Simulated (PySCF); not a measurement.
# Calculated NMR parameters of N#C[Si@H]1C=C(OC=O)C1

```
Formula                               : C5H5NO2Si
SMILES                                : N#C[Si@H]1C=C(OC=O)C1
InChI                                 : InChI=1S/C5H5NO2Si/c6-3-9-1-5(2-9)8-4-7/h1,4,9H,2H2/t9-/m0/s1
Point group of the computed structure : C1
Degrees of unsaturation               : 5
Carbon signals                        : 5
Proton signals                        : 5
```

Molfile (atoms numbered from 1):
```
C5H5NO2Si
     RDKit          3D

 14 14  0  0  0  0  0  0  0  0999 V2000
   -3.9846   -0.6914   -0.8255 N   0  0  0  0  0  0  0  0  0  0  0  0
   -3.0696   -0.4057   -0.1990 C   0  0  0  0  0  0  0  0  0  0  0  0
   -1.5941    0.0487    0.8482 Si  0  0  1  0  0  4  0  0  0  0  0  0
   -0.0036   -0.8841    0.4645 C   0  0  0  0  0  0  0  0  0  0  0  0
    0.5791    0.1960   -0.0745 C   0  0  0  0  0  0  0  0  0  0  0  0
    1.8172    0.4144   -0.6244 O   0  0  0  0  0  0  0  0  0  0  0  0
    2.7509   -0.5323   -0.6491 C   0  0  0  0  0  0  0  0  0  0  0  0
    2.6767   -1.6429   -0.2211 O   0  0  0  0  0  0  0  0  0  0  0  0
   -0.4161    1.3200   -0.0050 C   0  0  0  0  0  0  0  0  0  0  0  0
   -2.0451    0.2938    2.2129 H   0  0  0  0  0  0  0  0  0  0  0  0
    0.4094   -1.8682    0.5854 H   0  0  0  0  0  0  0  0  0  0  0  0
    3.6445   -0.1113   -1.1425 H   0  0  0  0  0  0  0  0  0  0  0  0
   -0.6976    1.7024   -0.9841 H   0  0  0  0  0  0  0  0  0  0  0  0
   -0.0679    2.1600    0.5921 H   0  0  0  0  0  0  0  0  0  0  0  0
  1  2  3  0
  2  3  1  0
  3  4  1  0
  4  5  2  0
  5  6  1  0
  6  7  1  0
  7  8  2  0
  5  9  1  0
  9  3  1  0
  3 10  1  1
  4 11  1  0
  7 12  1  0
  9 13  1  0
  9 14  1  0
M  END
```

- GFN2-xTB structure
- PBE0/pcSseg-1 with gauge-including orbitals
- code: PySCF 2.14
- non-relativistic Hamiltonian, single conformer, in vacuum

Scale: TMS for 1H (σ = 31.72 ppm) and 13C (σ = 186.93 ppm) and 29Si (σ = 349.16 ppm); 15N (σ = 267.73 ppm) vs NH3; 17O (σ = 336.08 ppm) against H2O (reference shieldings calculated alike).

```tsv
carbon	δC, type	δH (multiplicity)	HMBC from (2–3 bonds)	span of the C tensor (ppm)
C2	123.4, C	–	H11, H10, H13, H14	338
C4	121.3, CH	6.02 (d)	H10, H13, H14	155
C5	167.0, C	–	H12, H11, H10, H13, H14	186
C7	163.1, CH	8.24 (s)	–	170
C9	27.8, CH2	H13 2.49 (m); H14 2.36 (m)	H11, H10	45
```

Other nuclei:
```csv
atoms,nucleus,environment,δ (ppm),σ (ppm)
H10,1H,"hydrogen on a silicon bonded to 3 C, in a 4-membered ring",4.97,26.75
Si3,29Si,"silicon bonded to 3 C, H, in a 4-membered ring",-70.9,420.0
N1,15N,nitrile nitrogen,366.4,-98.7
O8,17O,ester carbonyl oxygen,472.8,-136.7
O6,17O,ester alkoxy oxygen,278.0,58.1
```

1. Carbon types of the structure: 2 × C, 2 × CH, 1 × CH2, leaving 1 H on heteroatoms.
2. δC 167.0: alkene carbon bearing oxygen; an sp2 carbon further deshielded by the attached heteroatom.
3. δC 163.1: ester carbonyl carbon; lone-pair donation from the attached heteroatom keeps it upfield of a ketone carbonyl.
4. δC 123.4: nitrile carbon; C≡N carbons fall here, among the sp2 signals but without a proton.
5. δC 121.3: β carbon of an enol-ether or enamine type C=C.
6. δH 6.02: hydrogen on a β carbon of an enol-ether or enamine type C=C; olefinic region.

Shifts are as computed. Against solution values, carbons near 30 ppm lie about +3 ppm off and those near 130 ppm about +5 ppm. Of 1211 compounds with measured shifts, 218 miss one by over three times the rms of a fit or turn the order of signals round; such compounds aren't used in these exercises. Unscaled 17O shifts of doubly bonded oxygen tend to come out too high, by tens of ppm or more. Experimental scales use liquid or dissolved standards, which lie at an offset from isolated NH3 (liquid NH3: subtract about 20 ppm) and H2O (liquid H2O: subtract about 36 ppm). Unscaled 15N shifts of sp2 nitrogen come out 20 to 40 ppm too high even then. Multiplicities follow the n + 1 count of equivalent neighbours, as no J values were calculated; m marks all less simple cases, F and P coupling included.
